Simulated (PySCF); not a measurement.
BeH4Si, SMILES [BeH][SiH3]. The structure is a stationary point at B3LYP-D3(BJ)/def2-TZVP.

Calculation: B3LYP-D3(BJ)/def2-TZVP in PySCF.

Harmonic wavenumbers (cm⁻¹): 363, 363, 571, 582, 582, 887, 950, 950, 2135, 2187, 2188, 2188. Rotational constants (GHz): 87.88, 10.53, 10.53; symmetry number 3.

**Question.** Work out the zero-point energy and the ideal-gas rigid-rotor harmonic-oscillator thermochemistry at 298.15 K and 1 atm.

**Answer.** ZPE = ½ Σ hcν = ½ × 13948 cm⁻¹ = 83.43 kJ/mol. H − E(el) = 96.91 kJ/mol. Entropy in J/(mol K): translation 155.10, rotation 78.85, vibration 16.99, total 250.94. G − E(el) = 22.09 kJ/mol. Cp = 65.65 J/(mol K).
